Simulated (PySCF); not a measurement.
C3H5BN2O, SMILES NB1C=CN=CO1. Coordinates come from a PBE-D3(BJ)/def2-SVP optimisation. The structure was generated by enumeration, and PubChem lists no compound with its InChIKey, so it may never have been made. The values are those of a single conformer.

Give the equilibrium geometry at PBE-D3(BJ)/def2-SVP (PySCF confirms it by a frequency run) as a Z-matrix, and its point group. (The exact figures need the calculation; the answer reports its results.)

One answer among several that fit: point group Cs.
```
B
N 1 1.4094
H 2 1.0174 1 122.70
H 2 1.0192 3 114.59 1 180.00
O 1 1.4258 2 116.36 3 180.00
C 5 1.3422 1 119.96 2 180.00
N 6 1.2925 5 127.05 1 0.00
C 7 1.3908 6 117.49 5 0.00
C 8 1.3705 7 124.19 6 0.00
H 9 1.1020 8 118.65 7 180.00
H 8 1.1055 9 121.87 10 0.00
H 6 1.1055 7 120.51 8 180.00
```
